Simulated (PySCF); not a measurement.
# Assignment exercise: C8H12O2Si

Geometry (Å), atoms numbered from 1 in this order:
```xyz
23

Si    0.4130    0.5227    0.3138
C     0.0665    0.5717    2.1439
C    -0.7688   -0.2709    2.7625
H     0.5832    1.3281    2.7500
H    -1.3072   -1.0478    2.2091
H    -0.9473   -0.2255    3.8428
C     2.2223    0.2302   -0.0193
C     2.7217   -0.8870   -0.5572
H     2.9233    1.0322    0.2503
H     2.0784   -1.7234   -0.8512
H     3.7948   -1.0217   -0.7328
C    -0.2051    2.0734   -0.5106
C    -0.9398    2.9904    0.1305
H     0.0472    2.2311   -1.5656
H    -1.2255    2.8658    1.1815
H    -1.2960    3.9017   -0.3636
O    -0.4667   -0.8625   -0.2076
C    -0.7066   -1.1034   -1.5024
C    -1.5532   -2.3252   -1.7035
O    -0.2796   -0.4050   -2.3857
H    -1.7004   -2.5092   -2.7732
H    -2.5240   -2.1832   -1.2057
H    -1.0731   -3.1930   -1.2278
```

- geometry: PBE0-D3(BJ)/def2-SVP
- B3LYP/pcSseg-1 with gauge-including orbitals
- run in PySCF 2.14.0 with density-fitted response routines
- one averaged value for each set of equivalent atoms, single conformer, non-relativistic Hamiltonian, gas phase

Chemical shifts δ = σref − σ; $^{13}$C, $^{1}$H against TMS, all at this level.

(1) Assign these signals to the numbered atoms. $^{13}$C{$^{1}$H} NMR (computed): δ 176.2, 144.6, 141.6, 23.2.

(2) Assign these signals to the numbered atoms. $^{1}$H NMR (600 MHz, computed): δ 6.24 (m, 3H), 6.21 (m, 6H), 2.11 (s, 3H).

## Answers

(1) 
| δ (ppm) | atoms | environment | reason |
| --- | --- | --- | --- |
| 176.2 | C18 | carbon bonded to C, 2 O | – |
| 144.6 | C3/C8/C13 | carbon bonded to C, 2 H | – |
| 141.6 | C2/C7/C12 | carbon bonded to C, Si, H | – |
| 23.2 | C19 | carbon bonded to C, 3 H | – |

(2) 
| δ (ppm) | atoms | environment | reason |
| --- | --- | --- | --- |
| 6.24 | H4/H9/H14 | hydrogen on a carbon bonded to C, Si | – |
| 6.21 | H5/H6/H10/H11/H15/H16 | hydrogen on a carbon bonded to C | – |
| 2.11 | H21/H22/H23 | hydrogen on a carbon bonded to C | – |

H4/H9/H14 and H5/H6/H10/H11/H15/H16 lie closer than the usual error of such a calculation, so a measured spectrum could show them in the other order.

Shifts are as computed. Against solution values, carbons near 30 ppm lie about +2 ppm off and those near 130 ppm about +6 ppm. Of 1309 compounds with measured shifts, 239 miss one by over three times the rms of a fit or turn the order of signals round; such compounds aren't used in these exercises. Multiplicities follow the n + 1 count of equivalent neighbours, as no J values were calculated; m marks all less simple cases, F and P coupling included.
